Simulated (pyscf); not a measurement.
This saddle point was located with ωB97X-D3(BJ)/def2-SVP in PySCF.

```
Sn
H 1 1.7230
H 1 1.7269 2 106.38
H 1 1.8619 2 110.67 3 170.43
Ge 4 1.8900 1 103.04 2 -91.98
H 5 1.5620 4 98.20 1 -84.12
H 5 1.5699 6 103.45 4 -167.49
H 5 1.7500 6 90.61 7 90.12
```

Surface: singlet, charge 0. Lowest wavenumbers (cm⁻¹): 1061i, 162, 181, 249, 492.

Q: Name the species on either side of this saddle.

A: SnH₄ (SMILES [SnH4]) + GeH₂ (SMILES [GeH2]) [singlet] ⇌ SnH₂ (SMILES [SnH2]) [singlet] + GeH₄ (SMILES [GeH4]), a concerted two-bond exchange read from left to right: H–Sn, H–Sn broken and Ge–H, Ge–H formed. At CCSD(T)/def2-TZVPP + ΔMP2(QZVPP) it lies +51.8 kJ/mol from the left side and +144.5 kJ/mol from the right (each side as separated species at their lowest minima found). On the reactant side the descent ends in an adduct with a Ge–Sn, Ge–H contact, 64.9 kJ/mol under the separated species and 126.2 kJ/mol under the saddle at ωB97X-D3(BJ)/def2-TZVP. On the product side the descent ends in a bound adduct, 34.6 kJ/mol under the separated species and 184.3 kJ/mol under the saddle at ωB97X-D3(BJ)/def2-TZVP. What is counted as formed (Ge–H) is already present as a longer contact in the reactant adduct; forming that adduct is a step of its own. At ωB97X-D3(BJ)/def2-TZVP the barrier from the zero used here is 61.3 kJ/mol. This is the saddle that the search found; another between the same sides may lie lower. The CCSD(T) − MP2 part came from Ansatz, without density fitting, on the same reference. The frozen core leaves the outer d or s,p core shells of the metals and heavy elements correlated in the MP2 and CC values, and def2-TZVPP describes them poorly, which can shift differences by a few kcal/mol. Elements up to Kr have no core potential and no relativistic terms here. Elements past Kr carry the def2 core potentials, without spin-orbit coupling.
